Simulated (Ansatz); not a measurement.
Input for Ansatz (a quantum-chemistry and plane-wave program): U-PBE/cc-pVTZ on FGeH3 (SMILES [F][GeH3]), a point of a bond scan (R = 2.071 Å).

Ansatz 0.2 input:
```yaml
crystal:
  periodic: [false, false, false]
  atoms:
    - {symbol: Ge, position_ang: [-0.30048691, 0.12261230, -0.05789716]}
    - {symbol: F, position_ang: [1.29808634, -0.52967815, 0.25011245]}
    - {symbol: H, position_ang: [-1.16713006, -1.12069334, -1.47000020]}
    - {symbol: H, position_ang: [-0.08538108, 1.54898424, -0.58096857]}
    - {symbol: H, position_ang: [-1.03936991, 0.09288033, 1.28656520]}
basis:
  gaussian:
    orbitals: cc-pVTZ
hamiltonian:
  xc: {name: PBE}
magnetization: {spin_polarized: true, initial_magnetization: 0}
```

Task: What total energy does the run end on?

Result: -2178.2863 hartree.
